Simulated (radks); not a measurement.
Question: These are the eigenvalues of the occupied orbitals of an atom or ion with whole-number occupations (hartree). Method: scalar-relativistic Kohn-Sham, r2SCAN, spin-polarised, spherical densities, finite nucleus; meta-GGA in the generalised Kohn-Sham scheme; Fermi nuclear charge, rms radius of each element as measured or else 0.836 A^(1/3) + 0.57 fm; computed with a radial shooting solver on a logarithmic mesh with Libxc functionals.

| orbital | eigenvalue |
|---|---|
| 1s up | -1718.040 |
| 1s down | -1718.039 |
| 2s down | -281.6603 |
| 2s up | -281.6595 |
| 2p down | -251.1507 |
| 2p up | -251.1506 |
| 3s up | -62.17229 |
| 3s down | -62.08635 |
| 3p up | -52.58290 |
| 3p down | -52.49676 |
| 3d up | -39.59493 |
| 3d down | -39.52755 |
| 4s up | -12.73151 |
| 4s down | -12.50870 |
| 4p up | -9.56640 |
| 4p down | -9.34060 |
| 4d up | -5.10944 |
| 4d down | -4.87922 |
| 5s up | -1.90065 |
| 5s down | -1.77902 |
| 5p up | -1.13405 |
| 5p down | -1.04571 |
| 4f up | -0.36342 |
| 6s up | -0.32766 |

Which element is it, and in what charge state? The configuration may be excited. Open shells, if any, are filled with parallel spins first.

Answer: Z = 62, samarium, charge +1: Sm+ in [Xe] 4f6 6s1. The list shows which subshells hold electrons but not how many an open one holds; the 1s level, -1718 hartree, gives Z - s = 58.6 by -(Z - s)^2/2, which with screening and relativity narrows Z to a few neighbours, and the depths of the outer levels then fix element, charge and occupations together.
